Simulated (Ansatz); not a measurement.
This geometry of H₃OSeSi (6 atoms, charge -1, multiplicity 1) is a first-order saddle point.

Level of theory: RKS PBE0/def2-SVP (Ansatz).

```xyz
6
Properties=species:S:1:pos:R:3
O -1.563 -1.301 -0.547
Si -0.608 -0.081 -0.345
Se 0.870 -0.203 1.578
H 0.463 0.219 -1.391
H -1.244 1.280 -0.089
H 2.081 0.087 0.794
```

(1) Which two structures does it join? (They come from a converged band through this point; their orientation in space is the band's.)

(2) How far does it lie above each of them?

## Answers

(1) No bond is made or broken. The dihedral H4–Si2–Se3–H6 goes from -75 to 51°.

Image 0:

```xyz
6
Properties=species:S:1:pos:R:3
O -1.195 -1.407 -0.466
Si -0.551 0.014 -0.382
Se 1.021 0.421 1.401
H 0.273 0.483 -1.576
H -1.415 1.226 -0.044
H 1.867 -0.737 1.067
```

Image 8:

```xyz
6
Properties=species:S:1:pos:R:3
O -1.630 -1.259 -0.602
Si -0.570 -0.131 -0.396
Se 1.052 -0.665 1.310
H 0.366 0.229 -1.549
H -1.033 1.240 0.093
H 1.816 0.586 1.145
```

(2) 1.4 kcal/mol above the first and 0.4 kcal/mol above the second. This is the barrier of this one path; another mechanism may lie lower. Limits of this set-up: an anion without diffuse functions, the dipole of an ion depends on the origin.

Run time: 2.7 min on 1 thread of Arm Neoverse V2, with other jobs on the host, peak memory 0.26 GiB.
